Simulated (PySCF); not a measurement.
Radial density of As⁺ (arsenic, charge +1)

UHF, [Ar] 3d10 4s1 4p2 4d1, one real determinant (an excited configuration). Computed with PySCF 2.14 in aug-cc-pVTZ-PP with ECP10MDF (6s5p4d2f, 55 functions), with scalar relativity through the core potential. This is the valence pseudo-density: the core potential removes the inner electrons and smooths the orbitals near the nucleus.

```tsv
r (bohr)	4πr²ρ (e/bohr)	4πr²(ρα − ρβ)
0.000991	2.848e-05	0.0000
0.00167	8.002e-05	0.0000
0.00280	0.0002221	0.0000
0.00471	0.0005972	0.0000
0.00793	0.001491	0.0001
0.0133	0.003308	0.0002
0.0224	0.006680	0.0005
0.0377	0.01387	0.0007
0.0635	0.06443	0.0009
0.107	0.5554	0.0005
0.180	3.783	0.0062
0.302	16.38	0.1406
0.508	30.79	0.2536
0.855	13.57	0.0786
1.44	2.918	1.6212
2.42	1.426	1.4040
4.07	0.3447	0.3447
6.84	0.04706	0.0471
11.5	3.730e-05	0.0000
```

⟨L²⟩ = 7.95 against 12 for a pure F term, so this real determinant mixes terms. Energies and moments cover only the electrons outside the core potential. The outer electron is Rydberg-like, and this basis confines it to a smaller radius and binds it less than a complete one would.
